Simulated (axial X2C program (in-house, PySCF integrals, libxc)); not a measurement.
**Density and ELF of GeTe⁺**

Computed with an in-house relativistic program for diatomic molecules. Two-component (2c) means X2C with spin–orbit coupling and atomic mean-field two-electron Coulomb and Gaunt terms. Basis: Te dyall-cv3z [11s12p8d4f1g], Ge dyall-cv3z [9s9p7d4f1g] (cores contracted in-house); Gaussian nuclei, density fitting, unrestricted open shells. Masses: Te 129.906 u, Ge 73.921 u.

PBE0, with spin–orbit coupling, state Ω = 3/2 (⟨Sz⟩ = 0.50, ⟨Lz⟩ = 1.00 at PBE0); Te at z = 0, Ge at z = 2.492 Å.

The maps cover the half plane through the axis: z from -2.4 to 4.8 Å along the bond, ρ from 0.15 to 2.25 Å away from it (steps of 0.3 Å, the bottom row nearest the axis).

log10 of the density in e/bohr³:

digits 0 to 9 span -4.74 to 1.83 evenly
```
0011222222222222222111000
0112233333333322222221110
1122333444433333333322210
1223344444444444444333221
1233445555544444444443321
2234455666555555555544322
2234556777655556776544332
2334556898655567987554332
```

Electron localisation function (collinear form, no current term, damped to 0 at low density):

digits 0 to 9 span 0.00 to 1.00 evenly
```
0000011222211000000000000
0000234444432100011210000
0012456666654211235554100
0024677776665432357887510
0146777545666533346899850
0257764222366531113799972
1367742676247512652489984
1467734575426516264389985
```

Axial spin density in 10⁻³ e/bohr³:

digits 0 to 9 span -2.97 to 2.97 evenly, values beyond are clipped
```
5555555555555555555555555
5555556677666555555555555
5555567999987665555554445
5555689999999776655544444
5555699999999887765544444
5555699999999877765444444
4444579393997555454344444
4444334399443235904334444
```

The state is a single determinant with fixed occupations, the lowest that a limited PBE0 search found. Density functionals use the spin component along the axis (collinear). Without a current term, density functionals place determinants with orbital angular momentum somewhat too high. The determinant is spin-polarised beyond a pure state at some levels (its spin-free form has ⟨S²⟩ too high), which makes Re and μ there less reliable.
